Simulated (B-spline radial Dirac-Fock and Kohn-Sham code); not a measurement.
# Atomic SCF run for Eu⁺

ΔSCF core binding energies without Breit or QED terms, calculated with a radial B-spline solver. Keys: rel is the Hamiltonian (dirac, or spin-free x2c and nr, where L3 and M5 stand for the whole 2p and 3d shells), method is hf or an exchange,correlation pair (spin-unpolarised, also for the hole states), nuc the nuclear model, radius_factor scales its radius, rmax is the box in bohr, h the logarithmic mesh step, order the B-spline order, points the quadrature points per cell, c_factor scales the speed of light, and damp, ndamp, maxit and tol steer the iteration. The run stops when the commutator error falls below 10·tol·max(1, Z/10), or the numerical noise floor, and the energy has settled to about 1e-8 Ha; the virial ratio is −V/T.

Input (task.json):

```json
{"items": [{"Z": 63, "q": 1, "cfg": [[1, 0, 2], [2, 0, 2], [2, 1, 6], [3, 0, 2], [3, 1, 6], [3, 2, 10], [4, 0, 2], [4, 1, 6], [4, 2, 10], [4, 3, 7], [5, 0, 2], [5, 1, 6], [6, 0, 1]], "A": 153, "rrms": 5.1115, "do": "settings", "holes": ["K", "L3", "M5"],
  "settings": [{"rel": "dirac", "method": "hf", "nuc": "fermi", "radius_factor": 1.0, "rmax": 45.0, "h": 0.3, "order": 4, "points": 10, "c_factor": 1.0, "maxit": 85, "damp": 0.5, "ndamp": 3, "tol": 1e-08}]}]}
```

Command: `python xray2_run.py task.json out`

Ground-state iterations:

```
iter   energy (Ha)        error
   1   -10816.97683693  2.02e+00
   2   -10825.91905177  1.18e+00
   3   -10845.09571661  2.69e-01
   4   -10846.11268459  8.19e-02
   5   -10846.24272941  2.59e-02
   6   -10846.24881183  1.39e-03
   7   -10846.24898346  2.97e-03
   8   -10846.24911332  8.94e-04
   9   -10846.24912815  1.44e-04
  10   -10846.24912849  4.49e-06
  11   -10846.24912849  3.29e-07
```

The ground state converged in 11 iterations, with total energy -10846.24913 Ha, virial ratio 1.91988 and highest orbital energy -10.42 eV. ΔSCF binding energies: K (1s) 48732.4 eV, L3 (2p3/2) 7003.1 eV, M5 (3d5/2) 1143.9 eV.

Q: One setting is unsound. Which, and why?

A: order is too low for an accurate radial basis. With the default settings (Dirac Hartree-Fock): The ground state converged in 11 iterations, with total energy -10846.30806 Ha, virial ratio 1.91988 and highest orbital energy -10.42 eV. ΔSCF binding energies: K (1s) 48732.4 eV, L3 (2p3/2) 7003.1 eV, M5 (3d5/2) 1143.9 eV.
